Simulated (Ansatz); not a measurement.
A nudged elastic band was laid between two geometries of Cl2Sn + H4Si (8 atoms, charge 0, multiplicity 1).

Method: RKS B3LYP-D4/def2-SVP in Ansatz.

```
movable images  : 5
climbing image  : yes
spring          : 5.0 eV/Å²
optimiser       : quadratic models (default)
start path      : through a guess of the saddle point
force threshold : 0.2 eV/Å
iteration limit : 60
end points      : relaxed
```

First end point:

```xyz
8
Properties=species:S:1:pos:R:3
Sn -0.082 -0.749 -2.339
Cl 0.226 -2.516 -0.704
Cl -2.357 -0.137 -1.800
H 0.666 0.732 -0.489
Si 0.431 0.668 1.002
H -0.869 0.002 1.247
H 1.569 -0.077 1.598
H 0.415 2.078 1.486
```

Last end point:

```xyz
8
Properties=species:S:1:pos:R:3
Sn 0.020 -0.292 -1.144
Cl 0.206 -2.659 -1.107
Cl -2.187 0.190 -1.876
H 1.061 0.244 -2.400
Si 0.204 0.522 1.301
H -0.867 -0.165 2.071
H 1.549 0.161 1.826
H 0.013 1.999 1.329
```

(1) Which bonds break or form, and what moves?

(2) What energy profile does the band end with?

(3) What is the geometry of the highest image?

Answers

(1) Bonds broken: H4–Si5. Bonds formed: Sn1–H4, Sn1–Si5. Cl2Sn + H4Si becomes Cl2H4SiSn.

(2) It converged. The highest image is number 3 of 0 to 6, 279.9 kJ/mol above the first end and 229.3 kJ/mol above the last; the last end lies 50.6 kJ/mol above the first. The threshold of 0.2 eV/Å is loose, so the images may lie well off the minimum-energy path. Neighbouring images differ by up to 1.9 eV, so the band resolves the path poorly. The order of the stationary point at the top wasn't checked. The orbitals stay closed-shell, which can raise the energy where a bond breaks towards radicals; this wasn't checked here.

```json
{"image": "0", "path coordinate (Å)": "0.00", "energy (kJ/mol)": "0.0", "H4–Si5 (Å)": "1.51", "Sn1–H4 (Å)": "2.49", "Sn1–Si5 (Å)": "3.67"}
{"image": "1", "path coordinate (Å)": "0.76", "energy (kJ/mol)": "0.3", "H4–Si5 (Å)": "1.51", "Sn1–H4 (Å)": "2.51", "Sn1–Si5 (Å)": "3.71"}
{"image": "2", "path coordinate (Å)": "1.52", "energy (kJ/mol)": "93.6", "H4–Si5 (Å)": "1.84", "Sn1–H4 (Å)": "1.98", "Sn1–Si5 (Å)": "3.17"}
{"image": "3", "path coordinate (Å)": "2.28", "energy (kJ/mol)": "279.9", "H4–Si5 (Å)": "2.57", "Sn1–H4 (Å)": "1.70", "Sn1–Si5 (Å)": "2.86"}
{"image": "4", "path coordinate (Å)": "2.80", "energy (kJ/mol)": "152.9", "H4–Si5 (Å)": "2.96", "Sn1–H4 (Å)": "1.69", "Sn1–Si5 (Å)": "2.55"}
{"image": "5", "path coordinate (Å)": "3.32", "energy (kJ/mol)": "70.6", "H4–Si5 (Å)": "3.41", "Sn1–H4 (Å)": "1.72", "Sn1–Si5 (Å)": "2.51"}
{"image": "6", "path coordinate (Å)": "3.85", "energy (kJ/mol)": "50.6", "H4–Si5 (Å)": "3.81", "Sn1–H4 (Å)": "1.72", "Sn1–Si5 (Å)": "2.58"}
```

(3) 
```xyz
8
Properties=species:S:1:pos:R:3
Sn -0.005 -0.473 -1.668
Cl 0.201 -2.694 -0.855
Cl -2.262 0.242 -1.633
H 1.221 0.657 -1.345
Si 0.223 0.478 1.020
H -0.884 -0.283 1.670
H 1.525 0.128 1.646
H -0.019 1.945 1.165
```

The run took 2.7 min on 2 threads of AMD EPYC 9R14 (Zen 4), on a shared host, peak memory 0.27 GiB.
